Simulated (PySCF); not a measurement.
Working out the ionisation energy of N²⁺

N²⁺ [He] 2s2 2p1 (2P) → N³⁺ [He] 2s2 (1S). All numbers are calculated (PySCF 2.14, no relativity, point nucleus, in def2-TZVP (5s3p2d1f, 31 functions)). Frozen: 1s2. Energies in hartree (1 hartree = 27.21139 eV):

```json
{"part": "UHF", "N²⁺ (lower)": "-52.818576", "N³⁺ (upper)": "-51.080454"}
{"part": "CCSD correlation", "N²⁺ (lower)": "-0.082331", "N³⁺ (upper)": "-0.085437"}
{"part": "(T)", "N²⁺ (lower)": "-0.001019", "N³⁺ (upper)": "0.000000"}
```

Problem. What does Hartree-Fock give?

Solution. (-51.080454) − (-52.818576) = 1.738122 hartree = 47.297 eV.

Problem. What do CCSD and CCSD(T) give?

Solution. The CCSD correlation energies differ by -0.003106 hartree = -0.085 eV and the triples by 0.001019 hartree = 0.028 eV, so CCSD gives 47.212 eV and CCSD(T) 47.240 eV.

Reference: 47.445 eV (semi-empirical (NIST evaluation); NIST Atomic Spectra Database, ionization energies), between the lowest levels; spin-orbit coupling is absent from the calculation.

The coupled-cluster amplitudes are large, so a single reference is strained.

What remains against the reference includes basis incompleteness, the frozen core and higher excitations.
